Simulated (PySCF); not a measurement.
dimethyl selenide (C₂H₆Se), singlet, at a GFN2-xTB geometry; PySCF with DF-BHANDHLYP/def2-TZVP.

The PySCF input:
```python
from pyscf import gto, scf, dft

mol = gto.Mole()
mol.atom = '''
    C     1.42745564   -0.35252996    0.80410118
    Se    0.01857231    0.17766848   -0.43947715
    C    -1.49174355   -0.26246801    0.71714532
    H     1.32047632   -1.40944573    1.03668694
    H     2.38153568   -0.17314924    0.31701118
    H     1.35160354    0.24752203    1.70786870
    H    -1.46408325   -1.32353763    0.95374167
    H    -2.40230747   -0.02556005    0.17451211
    H    -1.43295603    0.33343014    1.62492343
'''
mol.basis = 'def2-tzvp'
mol.verbose = 4
mol.build()

mf = dft.RKS(mol)
mf.xc = 'bhandhlyp'
mf = mf.density_fit(auxbasis='def2-universal-jkfit')
mf.kernel()
```

It wrote (shortened):

```
PySCF version 2.14.0

[INPUT] verbose = 4
[INPUT] num. atoms = 9
[INPUT] num. electrons = 52
[INPUT] charge = 0
[INPUT] spin (= nelec alpha-beta = 2S) = 0
[INPUT] symmetry False subgroup None
[INPUT] Mole.unit = angstrom
[INPUT] Symbol           X                Y                Z      unit          X                Y                Z       unit  Magmom
[INPUT]  1 C      1.427455640000  -0.352529960000   0.804101180000 AA    2.697500214566  -0.666185075104   1.519531006640 Bohr   0.0
[INPUT]  2 Se     0.018572310000   0.177668480000  -0.439477150000 AA    0.035096579401   0.335744768168  -0.830491451504 Bohr   0.0
[INPUT]  3 C     -1.491743550000  -0.262468010000   0.717145320000 AA   -2.818986757586  -0.495992655360   1.355208246314 Bohr   0.0
[INPUT]  4 H      1.320476320000  -1.409445730000   1.036686940000 AA    2.495338598774  -2.663466417138   1.959054393513 Bohr   0.0
[INPUT]  5 H      2.381535680000  -0.173149240000   0.317011180000 AA    4.500450191080  -0.327204642277   0.599064308625 Bohr   0.0
[INPUT]  6 H      1.351603540000   0.247522030000   1.707868700000 AA    2.554160519593   0.467748846496   3.227404099717 Bohr   0.0
[INPUT]  7 H     -1.464083250000  -1.323537630000   0.953741670000 AA   -2.766716366063  -2.501123636256   1.802310549885 Bohr   0.0
[INPUT]  8 H     -2.402307470000  -0.025560050000   0.174512110000 AA   -4.539703185297  -0.048301494230   0.329780093320 Bohr   0.0
[INPUT]  9 H     -1.432956030000   0.333430140000   1.624923430000 AA   -2.707894445244   0.630091646275   3.070660256089 Bohr   0.0

nuclear repulsion = 186.343255317841
number of shells = 62
number of NR pGTOs = 243
number of NR cGTOs = 146
basis = def2-tzvp
ecp = {}

******** <class 'pyscf.df.df_jk.DFRKS'> ********
method = DFRKS
initial guess = minao
damping factor = 0
level_shift factor = 0
DIIS = <class 'pyscf.scf.diis.CDIIS'>
diis_start_cycle = 1
diis_space = 8
diis_damp = 0
SCF conv_tol = 1e-09
SCF conv_tol_grad = None
SCF max_cycles = 50
direct_scf = False
XC library pyscf.dft.libxc version 7.1.2
    S. Lehtola, C. Steigemann, M. J. T. Oliveira, and M. A. L. Marques,  SoftwareX 7, 1–5 (2018)
XC functionals = bhandhlyp
    A. D. Becke,  J. Chem. Phys. 98, 1372 (1993)
    Defined through Gaussian implementation.
radial grids:
    Treutler-Ahlrichs [JCP 102, 346 (1995); DOI:10.1063/1.469408] (M4) radial grids

becke partition: Becke, JCP 88, 2547 (1988); DOI:10.1063/1.454033
pruning grids: <function nwchem_prune>
grids dens level: 3
symmetrized grids: False
atomic radii adjust function: <function treutler_atomic_radii_adjust>
small_rho_cutoff = 0
Set gradient conv threshold to 3.16228e-05
Initial guess from minao.
tot grids = 107512
******** <class 'pyscf.df.df.DF'> ********
auxbasis = def2-universal-jkfit
init E= -2480.47489400754
  HOMO = -0.252171136726183  LUMO = -0.025126636999051  gap/eV = 6.17820
cycle= 1 E= -2481.32056554219  delta_E= -0.846  |g|= 0.259  |ddm|= 2.11
  HOMO = -0.24044802560195  LUMO = 0.0563825505903596  gap/eV = 8.07717
cycle= 2 E= -2481.33230800803  delta_E= -0.0117  |g|= 0.124  |ddm|= 0.291
  HOMO = -0.256303490427474  LUMO = 0.0463408287929821  gap/eV = 8.23537
cycle= 3 E= -2481.33404010692  delta_E= -0.00173  |g|= 0.0237  |ddm|= 0.0831
  HOMO = -0.259033809516051  LUMO = 0.0467645338498876  gap/eV = 8.32120
cycle= 4 E= -2481.33412859166  delta_E= -8.85e-05  |g|= 0.0121  |ddm|= 0.0266
  HOMO = -0.257673143026256  LUMO = 0.0473649711403023  gap/eV = 8.30051
cycle= 5 E= -2481.33416949249  delta_E= -4.09e-05  |g|= 0.00121  |ddm|= 0.01
  HOMO = -0.257730866100911  LUMO = 0.047339935240952  gap/eV = 8.30140
cycle= 6 E= -2481.33416999269  delta_E= -5e-07  |g|= 0.000195  |ddm|= 0.0014
  HOMO = -0.257757596182834  LUMO = 0.0473323581286887  gap/eV = 8.30192
cycle= 7 E= -2481.33417000776  delta_E= -1.51e-08  |g|= 4.58e-05  |ddm|= 0.000309
  HOMO = -0.257752892147195  LUMO = 0.0473374832877375  gap/eV = 8.30193
cycle= 8 E= -2481.3341700085  delta_E= -7.38e-10  |g|= 2.1e-05  |ddm|= 6.22e-05
  HOMO = -0.257761489009344  LUMO = 0.0473330262603706  gap/eV = 8.30204
Extra cycle  E= -2481.33417000856  delta_E= -5.73e-11  |g|= 1.82e-05  |ddm|= 3.64e-05
converged SCF energy = -2481.33417000856
```
